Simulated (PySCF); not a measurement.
C₄H₇FSi.

```xyz
13

C      2.1553     0.1939    -0.0919
Si     0.5323    -0.6479    -0.5100
C     -0.4788    -1.3186     0.9221
C     -1.3775    -0.3120     0.8292
C     -1.0077     0.5195    -0.3830
F     -0.7603     1.8573    -0.0801
H      2.5540     0.7252    -0.9713
H      1.9955     0.9276     0.7127
H      2.9136    -0.5342     0.2384
H      0.6871    -1.5079    -1.7244
H     -0.4994    -2.1367     1.6463
H     -2.2383    -0.1068     1.4822
H     -1.7705     0.4918    -1.1813
```
Charge 0, spin multiplicity 1.

Geometry optimised at B3LYP-D3(BJ)/def2-SVP. The structure was generated by enumeration; whether it is a known compound was not checked.

Calculation: PBE/pcSseg-1 in PySCF. Non-relativistic, no solvent.

Computed absolute GIAO shielding of each atom: isotropic value and principal components (ppm):
```csv
atom,σ(iso),σ11,σ22,σ33,span
C1,183.2,179.6,183.6,186.3,6.8
Si2,334.5,274.3,344.3,384.7,110.4
C3,28.4,-81.9,7.8,159.5,241.4
C4,13.5,-97.2,12.8,124.8,222.0
C5,86.2,45.5,71.9,141.3,95.7
F6,384.8,335.4,372.2,446.7,111.4
H7,30.7,26.9,27.7,37.5,10.6
H8,30.6,26.3,29.1,36.3,10.1
H9,30.6,26.7,27.7,37.4,10.7
H10,25.6,23.3,23.9,29.6,6.3
H11,24.5,22.0,25.3,26.1,4.0
H12,23.7,22.3,23.6,25.3,3.1
H13,25.7,22.4,25.3,29.4,7.0
```
